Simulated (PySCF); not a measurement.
Computed shifts of a molecule C5H4F2O, PBE/pcSseg-1 run with PySCF, GIAO, gas phase, equivalent atoms averaged, in ppm (number of nuclei): ¹³C: 170.2 (1), 159.1 (1), 140.2 (1), 105.4 (1), 95.0 (1). ¹⁹F: -188.2 (1), -200.0 (1). ¹H: 7.02 (1), 6.46 (1), 5.74 (1), 5.59 (1). References: ¹³C against TMS (σ = 182.0 ppm); ¹⁷O against H2O (σ = 334.3 ppm); ¹⁹F against CFCl3 (σ = 133.6 ppm); ¹H against TMS (σ = 31.49 ppm), references at their B3LYP-D3(BJ)/def2-TZVP geometries, non-relativistic. Coordinates come from a PBE-D3(BJ)/def2-SVP optimisation. Other conformers were not sampled.

### Question
Identify the compound among the candidates.
(A) C=C1OC=C(F)[C@H]1F
(B) FC1=CCC=C(F)O1
(C) O=C1C/C(=C/F)[C@H]1F
(D) F/C=C1/CC(F)=CO1

### Answer
A, C=C1OC=C(F)[C@H]1F
